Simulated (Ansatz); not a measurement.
`[GaH2][O][SbH2]` + H₂O → `[OH][GaH2]` + `[OH][SbH2]`  (formal hydrolysis of a Ga–O bond)

Calculated with Ansatz (gas phase, PBE0-D4/def2-TZVP geometries, no zero-point term in ΔE). CCSD(T)/CBS is the MP2 limit (def2-TZVPP, def2-QZVPP) plus CCSD(T) − MP2 in def2-TZVPP, frozen cores. This one scheme is used for every species. Functionals use def2-TZVPP. Elements past krypton have def2 core potentials. For Ga, Sb outer-core shells are correlated without core-valence functions, which leaves a few kJ/mol of doubt a bond. Scalar relativity is left out up to krypton.

```csv
level,ΔE (kcal/mol)
r2SCAN-D4,1.4
CAM-B3LYP-D4,2.0
PBE0,1.1
CAM-B3LYP,0.9
CCSD/def2-TZVPP,2.6
CCSD(T)/def2-TZVPP,2.8
SCS-MP2/def2-QZVPP,3.0
CCSD/CBS(def2),3.0
```

What does CCSD(T)/CBS give? (Best estimate.)

Ansatz gave: +3.2 kcal/mol. The listed levels differ from it by -1.8, -1.2, -2.1, -2.3, -0.6, -0.4, -0.2, -0.2 kcal/mol.

What do rigid-rotor, harmonic-oscillator terms from PBE0-D4/def2-TZVP frequencies (298.15 K, 1 bar) make of the CCSD(T)/CBS value? (Best estimate.)

The calculation gave: ΔZPE = +0.9 kcal/mol, ΔH = +3.3 kcal/mol, ΔS = 3 J/(mol·K), ΔG = +3.1 kcal/mol. Modes under 50 cm⁻¹ make the entropy rough.

Largest T1 diagnostic among the species: 0.016.

In def2-TZVPP, CCSD(T) changes the Hartree–Fock value by +0.8 kcal/mol (the triples alone add +0.2 kcal/mol) and MP2 by +1.2 kcal/mol. The D4 term adds +1.8 kcal/mol with B3LYP and +1.0 kcal/mol with PBE0; it sums over pairs of atoms, weighted by their polarisabilities, and B3LYP, whose exchange is more repulsive, gets the larger term.

B3LYP here is the variant with VWN-RPA as its local correlation; programs differ in this.
